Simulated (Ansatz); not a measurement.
Br₃FTi (`[F][Ti]([Br])([Br])[Br]`), relaxed with RKS PBE0-D4/def2-TZVP in the Gaussian-basis code of Ansatz from a PBE-D4/def2-SVP geometry. The force threshold is 0.005 eV/Å; the program also tests the step.

The species carries charge 0 and has multiplicity 1.

Start:

```xyz
5

F     1.328    0.885    0.945
Ti    0.087    0.058    0.062
Br   -1.902    0.111    1.279
Br   -0.235    1.106   -1.998
Br    0.722   -2.160   -0.289
```

(1) By how much does the energy fall, and how many steps does the optimiser take? (An estimate is asked.)

(2) Which bonds change most? (Estimate.)

(3) Give the relaxed structure. (Estimate.)

## Answers

(1) Ansatz gave: 0.11 kcal/mol, in 4 steps.

(2) Ansatz gave: Ti2–Br4 from 2.333 to 2.319 Å; Ti2–Br5 from 2.333 to 2.319 Å; Ti2–Br3 from 2.333 to 2.319 Å; F1–Ti2 from 1.733 to 1.730 Å.

(3) Ansatz gave: 
```xyz
5

F     1.323    0.880    0.940
Ti    0.083    0.055    0.059
Br   -1.892    0.111    1.273
Br   -0.233    1.101   -1.987
Br    0.720   -2.148   -0.286
```
